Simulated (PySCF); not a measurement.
Two species compared at the same levels of theory.

First species: C₂HClN₂O.
Atom-mapped SMILES: `[Cl:1][c:2]1[n:3][cH:4][n:5][o:6]1` (hydrogens: H7 on C4)

Second species: C4H5FN2.
SMILES: `Cn1nccc1F`

Levels: wB97X-D/def2-SVPD for dipole moment, HOMO energy, LUMO energy, HOMO–LUMO gap, static isotropic polarisability and electronic spatial extent ⟨r²⟩ about the centre of nuclear charge; TDDFT wB97X-D/def2-SVPD for lowest singlet excitation; PBE0-D3(BJ)/def2-SVP for rotational constant A and rotational constant C. Geometries: PBE0-D3(BJ)/def2-SVP. Each species is one conformer at its optimised geometry, gas phase, non-relativistic unless stated. Electronic properties by PySCF.

| property | column X | column Y |
| --- | --- | --- |
| dipole moment | 1.20 D | 0.74 D |
| HOMO energy | -9.00 eV | -10.55 eV |
| LUMO energy | 2.20 eV | 0.47 eV |
| HOMO–LUMO gap | 11.20 eV | 11.02 eV |
| lowest singlet excitation | 6.80 eV | 6.25 eV |
| static isotropic polarisability | 59.8 au | 50.7 au |
| electronic spatial extent ⟨r²⟩ about the centre of nuclear charge | 630 bohr² | 585 bohr² |
| rotational constant A | 4.041 GHz | 10.350 GHz |
| rotational constant C | 1.872 GHz | 1.855 GHz |

Problem. Which column belongs to which species?

Solution. Column X is the second species and column Y the first. The first has 7 atoms and 52 electrons, the second 12 and 52.

Problem. How does each property change from the first species to the second?

Solution. dipole moment +0.46 D; HOMO energy +1.55 eV; LUMO energy +1.73 eV; HOMO–LUMO gap +0.18 eV; lowest singlet excitation +0.55 eV; static isotropic polarisability +9.1 au; electronic spatial extent ⟨r²⟩ about the centre of nuclear charge +45 bohr²; rotational constant A -6.309 GHz; rotational constant C +0.017 GHz.

On the first: In atomic units the dipole is 0.29 e·bohr (1 au = 2.5417 D). The polarisability is 7.52 Å³ as a volume (1 au = 0.148185 Å³), or 0.98 au for each of the 52 electrons.

On the second: S1 lies 4.40 eV below the HOMO–LUMO gap. No computed singlet falls in the visible range (750 to 380 nm, 1.65 to 3.26 eV); S1 lies 3.54 eV above its blue end.
